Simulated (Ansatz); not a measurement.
Relaxation of F3Ge2H5S (11 atoms, charge 0, multiplicity 1), to a largest force component of 0.03 eV/Å in at most 50 steps.

Level of theory: RHF/def2-SVP (Ansatz).

```xyz
11
Properties=species:S:1:pos:R:3
Ge -0.174 0.034 -0.003
F -0.217 -0.097 1.691
F 1.487 -0.122 -0.381
Ge -1.364 1.932 -0.974
H -2.637 1.368 -1.605
H -1.685 2.899 0.157
H -0.449 2.556 -2.021
F -0.820 -1.460 -0.525
S 1.502 2.571 1.639
H 2.485 1.771 1.221
H 0.894 1.587 2.370
```

Problem. Where does it end, and by what steps?

Solution. The forces met the threshold. The force dipped under the threshold on the way, but the program's further checks kept it going. After 14 steps the energy has fallen by 0.106 eV; H11 moved furthest, 0.51 Å.

```csv
step,energy less start (eV),largest force component (eV/Å),accepted
0,0.0000,0.847,yes
1,-0.0753,0.373,yes
2,-0.0876,0.170,yes
3,-0.0934,0.203,yes
4,-0.0966,0.092,yes
5,-0.0977,0.076,yes
6,-0.0989,0.094,yes
7,-0.0852,0.716,no
8,-0.1020,0.023,yes
9,-0.1006,0.251,no
10,-0.1035,0.044,yes
11,-0.1043,0.053,yes
12,-0.1048,0.061,yes
13,-0.1051,0.042,yes
14,-0.1057,0.002,yes
```

```xyz
11
Properties=species:S:1:pos:R:3
Ge -0.281 -0.085 -0.032
F -0.370 -0.258 1.667
F 1.387 -0.246 -0.372
Ge -1.364 1.905 -0.948
H -2.489 1.412 -1.858
H -1.916 2.711 0.221
H -0.315 2.677 -1.739
F -0.944 -1.548 -0.614
S 1.570 2.695 1.558
H 2.516 1.869 1.106
H 1.228 1.905 2.578
```

Whether the end is a true minimum wasn't checked by a vibrational analysis.

Time of the run: 30 s on 4 threads of Arm Neoverse V2 (shared host), peak memory 0.52 GiB.
